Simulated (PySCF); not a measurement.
Polarisability and C₆ of P²⁺ (phosphorus, charge +2)

[Ne] 3s2 3p1, 2P determinant. Computed with PySCF 2.14 in aug-cc-pV(5+d)Z (8s7p6d4f3g2h, 136 functions), with the non-relativistic Hamiltonian (point nucleus). Coupled (time-dependent) response in atomic units; α is the mean over directions.

```tsv
method	mean α (bohr³)	α xx, yy, zz	C₆ (like pair)	S(−4)
UHF	9.591	9.838, 9.098, 9.838	35.23	40.75
PBE	9.216	9.387, 8.874, 9.387	33.23	36.58
PBE0	9.286	9.489, 8.881, 9.489	33.61	37.24
PW91	9.190	9.354, 8.862, 9.354	33.06	36.46
```

S(−4) is the Cauchy moment in α(ω) = α(0) + S(−4) ω² + …

α(iu) at PW91:

| u (hartree) | α(iu) (bohr³) |
| --- | --- |
| 0 | 9.190 |
| 0.0500 | 9.100 |
| 0.100 | 8.840 |
| 0.200 | 7.944 |
| 0.300 | 6.812 |
| 0.500 | 4.721 |
| 0.750 | 3.000 |
| 1.00 | 2.023 |
| 1.50 | 1.095 |
| 2.00 | 0.6999 |
| 3.00 | 0.3786 |
| 5.00 | 0.1828 |

A single London oscillator, α(iu) = α/(1 + u²/ω²), gives C₆ = (3/4) ω α². Matching the computed C₆ needs ω = 4 × 33.06 / (3 × 9.190²) = 0.522 hartree.

For an ion, C₆ is the dispersion term alone; charge-induced terms of lower order in 1/R come first.

The components differ because the open shell of this determinant is not spherical; for a pure term their mean is the scalar polarisability.
